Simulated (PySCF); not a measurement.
Telling isomers of C$_{7}$H$_{7}$FSi apart by NMR

- shieldings: GIAO PBE0/pcSseg-1
- coordinates at the GFN2-xTB level
- run in PySCF 2.14
- no solvent, one conformer, averaged over atoms made equivalent by symmetry, fast rotation or ring inversion, no relativistic terms

Scale: ¹H (31.72 ppm), ¹³C (186.93 ppm) against TMS (reference shieldings calculated alike). Splittings of carbon signals by F and P are missing where no couplings were computed. Where no couplings were computed, multiplicities follow the n + 1 count of equivalent neighbours, and m marks all less simple cases (inequivalent or close neighbours, rings, F or P nearby). Shifts are as computed. Against solution values, carbons near 30 ppm lie about +3 ppm off and those near 130 ppm about +5 ppm. Of 1309 compounds with measured shifts, 239 miss one by over three times the rms of a fit or turn the order of signals round; such compounds aren't used in these exercises.

(1) Tabulate the signals of `C#C[C@@H]1[SiH2]/C(=C\F)C1=C`, `CC#CC1=C(F)C=C[SiH2]1` and their relative energies.

(2) What is the quickest way to tell C#C[C@@H]1[SiH2]/C(=C\F)C1=C from CC#CC1=C(F)C=C[SiH2]1?

Results:

(1) 
```tsv
SMILES	carbon types	δC	δH	E rel. (kcal/mol)
C#C[C@@H]1[SiH2]/C(=C\F)C1=C	3×C 3×CH 1×CH2	164.8, 152.7, 123.6, 113.8, 89.5, 75.5, 23.7	7.81 (m, 1H), 5.80 (br s, 1H), 5.58 (br s, 1H), 5.08 (m, 1H), 4.95 (m, 1H), 3.18 (m, 1H), 1.65 (d, 1H)	31.1
CC#CC1=C(F)C=C[SiH2]1	4×C 2×CH 1×CH3	182.3, 153.6, 133.0, 107.4, 100.8, 80.2, 6.7	7.09 (m, 1H), 6.06 (m, 1H), 4.64 (m, 2H), 2.30 (s, 3H)	0.0
```

Energies are electronic energies at PBE0/pcSseg-1 on these geometries, without zero-point or thermal terms, each for the one conformer computed, which needn't be the lowest.

(2) Both give the same number of carbon signals, but DEPT or the intensities differ. The first has a terminal =CH2 carbon at 113.8 ppm, the second a propargylic methyl carbon (CH3) at 6.7 ppm. Their most deshielded carbons lie at 164.8 and 182.3 ppm. In the proton spectra the most deshielded non-exchanging signals are 7.81 (m, 1H) and 7.09 (m, 1H).
